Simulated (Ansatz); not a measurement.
WF4, SMILES [F][W]([F])([F])[F] (connectivity only; charge and spin as stated), neutral, multiplicity 3. Atoms are numbered in the order given.

```xyz
5

W      0.0000     0.0000     0.0000
F      1.3652     1.2341     0.3522
F     -1.3652    -1.2341     0.3522
F      1.3652    -1.2341    -0.3522
F     -1.3652     1.2341    -0.3522
```
Charge 0, spin multiplicity 3.

Geometry optimised at B3LYP-D3(BJ)/def2-SVP. The multiplicity is an assumed one; other spin states were not compared. The def2 effective core potentials stand for the cores of W; spin–orbit coupling is left out.

Two levels are set side by side: PBE-D3(BJ)/def2-SVP (Ansatz, a program for electronic structure) and B3LYP-D3(BJ)/def2-SVP (Ansatz). Each level has its own optimised geometry; the coordinates shown are those of the second. Differences are taken from unrounded values.

| quantity | B3LYP-D3(BJ) |
|---|---|
| mean bond length (Å) | 1.874 |
| bond W1–F2 (Å) | 1.874 |
| bond W1–F3 (Å) | 1.874 |
| bond W1–F4 (Å) | 1.874 |
| bond W1–F5 (Å) | 1.874 |

### Question
What does PBE-D3(BJ) give, and how far is it from B3LYP-D3(BJ)? (An estimate is asked for; the answer gives what the named calculation found.)

### Answer

```tsv
quantity	PBE-D3(BJ)	PBE-D3(BJ) minus B3LYP-D3(BJ)
mean bond length (Å)	1.880	0.006
bond W1–F2 (Å)	1.880	0.006
bond W1–F3 (Å)	1.880	0.006
bond W1–F4 (Å)	1.880	0.006
bond W1–F5 (Å)	1.880	0.006
```

GGA bonds tend to be longer and softer than those of functionals with exact exchange. Differences between two approximate levels are no errors against the true value.
